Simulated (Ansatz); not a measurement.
All values below come from B3LYP-D3(BJ)/def2-TZVP run with Ansatz (a program for electronic structure). No frequencies were computed at this level.

Ansatz 0.2 input:
```yaml
crystal:
  periodic: [false, false, false]
  atoms:
    - { symbol: C, position_ang: [1.760514, 0.263235, -0.195513] }
    - { symbol: B, position_ang: [0.415125, -0.081813, -0.247766] }
    - { symbol: B, position_ang: [-1.126332, -0.563611, -0.329215] }
    - { symbol: O, position_ang: [-2.24815, 0.170696, -0.180788] }
    - { symbol: H, position_ang: [2.565653, -0.443994, -0.337931] }
    - { symbol: H, position_ang: [2.148239, 1.25412, -0.007328] }
    - { symbol: H, position_ang: [-1.375458, -1.703197, -0.55047] }
    - { symbol: H, position_ang: [-2.139597, 1.104561, 0.000059] }
basis:
  gaussian: { orbitals: def2-tzvp }
hamiltonian:
  xc: b3lyp
  dispersion: d3bj
relax:
  max_steps: 150
```

Output:

```
Functional definition: B3LYP
845 factors; their error is unknown
mean field evaluation 1: about -4492.2561 eV, gradient 7.3e1 eV
mean field evaluation 2: about -4477.2405 eV, gradient 1.1e2 eV
mean field evaluation 4: about -4503.1498 eV, gradient 4.8e0 eV
mean field evaluation 8: about -4503.2088 eV, gradient 1.8e-1 eV
mean field evaluation 16: about -4503.2018 eV, gradient 1.1e-4 eV
mean field -4503.20184144 eV, -165.4896152930 hartree, gradient 1.8e-5 eV, S^2 0.000000; 0 other end points of the search recorded, 0 dependent functions left out
reference -4503.20208482 eV, -165.4896242370 hartree; 14, 14 occupied and 134, 134 virtual orbitals, 845 factors
relax step   1: F+E_penalty+E_count = -4503.40835077 eV  Δ(F+E_penalty+E_count) = +0.000e0 eV  max|allowed force component| = 8.190e-1 eV/Å  Δτ_max = 0.0000 Å  (29 SCF iters, accepted)
these checks for a lower state are left out or cut short: starts, cluster_reference, orbital_swaps, neighbouring_geometries, increment
845 factors; their error is unknown
mean field -4503.22917862 eV, -165.4906199159 hartree, gradient 8.6e-6 eV, S^2 0.000000; 0 other end points of the search recorded, 0 dependent functions left out
reference -4503.22942225 eV, -165.4906288690 hartree; 14, 14 occupied and 134, 134 virtual orbitals, 845 factors
relax step   2: F+E_penalty+E_count = -4503.43545320 eV  Δ(F+E_penalty+E_count) = -2.710e-2 eV  max|allowed force component| = 2.439e-1 eV/Å  Δτ_max = 0.0296 Å  (33 SCF iters, accepted)
these checks for a lower state are left out or cut short: starts, cluster_reference, orbital_swaps, neighbouring_geometries, increment
845 factors; their error is unknown
mean field evaluation 32: about -4503.1915 eV, gradient 1.6e-5 eV
mean field -4503.19151196 eV, -165.4892356916 hartree, gradient 1.6e-5 eV, S^2 0.000000; 0 other end points of the search recorded, 0 dependent functions left out
reference -4503.19175653 eV, -165.4892446796 hartree; 14, 14 occupied and 134, 134 virtual orbitals, 845 factors
relax step   3: F+E_penalty+E_count = -4503.39746273 eV  Δ(F+E_penalty+E_count) = +3.799e-2 eV  max|allowed force component| = 7.260e-1 eV/Å  Δτ_max = 0.0993 Å  (31 SCF iters, rejected (line search))
these checks for a lower state are left out or cut short: starts, cluster_reference, orbital_swaps, neighbouring_geometries, increment
845 factors; their error is unknown
mean field -4503.23582270 eV, -165.4908640812 hartree, gradient 8.9e-6 eV, S^2 0.000000; 0 other end points of the search recorded, 0 dependent functions left out
reference -4503.23606577 eV, -165.4908730141 hartree; 14, 14 occupied and 134, 134 virtual orbitals, 845 factors
relax step   4: F+E_penalty+E_count = -4503.44233839 eV  Δ(F+E_penalty+E_count) = -6.885e-3 eV  max|allowed force component| = 1.524e-1 eV/Å  Δτ_max = 0.0497 Å  (33 SCF iters, accepted)
these checks for a lower state are left out or cut short: starts, cluster_reference, orbital_swaps, neighbouring_geometries, increment
845 factors; their error is unknown
mean field -4503.23614912 eV, -165.4908760772 hartree, gradient 8.9e-6 eV, S^2 0.000000; 0 other end points of the search recorded, 0 dependent functions left out
reference -4503.23639212 eV, -165.4908850072 hartree; 14, 14 occupied and 134, 134 virtual orbitals, 845 factors
relax step   5: F+E_penalty+E_count = -4503.44273205 eV  Δ(F+E_penalty+E_count) = -3.937e-4 eV  max|allowed force component| = 1.100e-1 eV/Å  Δτ_max = 0.0171 Å  (34 SCF iters, accepted)
these checks for a lower state are left out or cut short: starts, cluster_reference, orbital_swaps, neighbouring_geometries, increment
845 factors; their error is unknown
mean field -4503.23685966 eV, -165.4909021891 hartree, gradient 8.9e-6 eV, S^2 0.000000; 0 other end points of the search recorded, 0 dependent functions left out
reference -4503.23710296 eV, -165.4909111299 hartree; 14, 14 occupied and 134, 134 virtual orbitals, 845 factors
relax step   6: F+E_penalty+E_count = -4503.44330375 eV  Δ(F+E_penalty+E_count) = -5.717e-4 eV  max|allowed force component| = 3.356e-2 eV/Å  Δτ_max = 0.0232 Å  (33 SCF iters, accepted)
these checks for a lower state are left out or cut short: starts, cluster_reference, orbital_swaps, neighbouring_geometries, increment
845 factors; their error is unknown
mean field -4503.23713543 eV, -165.4909123235 hartree, gradient 8.8e-6 eV, S^2 0.000000; 0 other end points of the search recorded, 0 dependent functions left out
reference -4503.23737871 eV, -165.4909212635 hartree; 14, 14 occupied and 134, 134 virtual orbitals, 845 factors
relax step   7: F+E_penalty+E_count = -4503.44357136 eV  Δ(F+E_penalty+E_count) = -2.676e-4 eV  max|allowed force component| = 3.990e-3 eV/Å  Δτ_max = 0.0114 Å  (34 SCF iters, accepted)
845 factors; their error is unknown
mean field evaluation 64: about -4503.2371 eV, gradient 1.5e-4 eV
mean field -4503.23713543 eV, -165.4909123235 hartree, gradient 8.8e-6 eV, S^2 0.000000; 1 other end points of the search recorded, 0 dependent functions left out
reference -4503.23737871 eV, -165.4909212635 hartree; 14, 14 occupied and 134, 134 virtual orbitals, 845 factors
Total energy: -4503.44381463 eV, -165.4985076437 hartree
Atom 0 at     1.760836     0.266116    -0.194066 Å, force    -0.003990    -0.002118     0.000151 eV/Å
Atom 1 at     0.420742    -0.080642    -0.250443 Å, force     0.003568     0.001286     0.000414 eV/Å
Atom 2 at    -1.147079    -0.580302    -0.334323 Å, force    -0.000315     0.002231     0.000567 eV/Å
Atom 3 at    -2.254803     0.192929    -0.175433 Å, force    -0.000167     0.000203     0.000382 eV/Å
Atom 4 at     2.555537    -0.459517    -0.338698 Å, force     0.000309     0.000778    -0.000792 eV/Å
Atom 5 at     2.107199     1.276770    -0.003098 Å, force    -0.000250    -0.000829     0.000246 eV/Å
Atom 6 at    -1.357399    -1.738635    -0.556834 Å, force     0.000603     0.000405     0.000185 eV/Å
Atom 7 at    -2.085040     1.123277     0.003943 Å, force     0.000241    -0.001956    -0.001153 eV/Å
Dipole moment:     0.093052     0.301202     0.057771 e Å
```

Cost: around 30 core-seconds (rough).
